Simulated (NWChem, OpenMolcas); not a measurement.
B2O2 (diboron dioxide): a line through the functionals

B2O2: 4 atoms, total charge 0, spin state singlet. SMILES: `O=BB=O`. The shape is that of a PBE0-D4/def2-TZVP optimisation.

The vertical energy of the triplet above the singlet y, in eV, basis aug-cc-pVDZ; a is the functional's share of exact exchange. Programs: NWChem 7.3.0, OpenMolcas 26.06.

| functional | program | a | y (eV) |
| --- | --- | --- | --- |
| r2SCAN | OpenMolcas | 0 | 5.73 |
| PBE | NWChem | 0 | 5.73 |
| B3LYP | OpenMolcas | 0.2 | 5.97 |
| PBE0 | OpenMolcas | 0.25 | ? |
| BHLYP | OpenMolcas | 0.5 | 6.16 |

Task: Fit y = c + s·a to the known rows and predict PBE0.

Result: 
1. Means of the 4 rows: a = 0.1750, y = 5.897.
2. Σ(Δa)² = 0.1675, Σ(Δa·Δy) = 0.14575, so the slope is 0.14575/0.1675 = 0.87015.
3. Intercept: 5.897 − (0.87015) × 0.1750 = 5.745. The largest residual of the fit is 0.051.
4. PBE0: 5.745 + (0.87015) × 0.25 = 5.96 eV.

The run gave 5.96 eV, so the prediction is off by 0.00 eV: they agree to the digits shown.
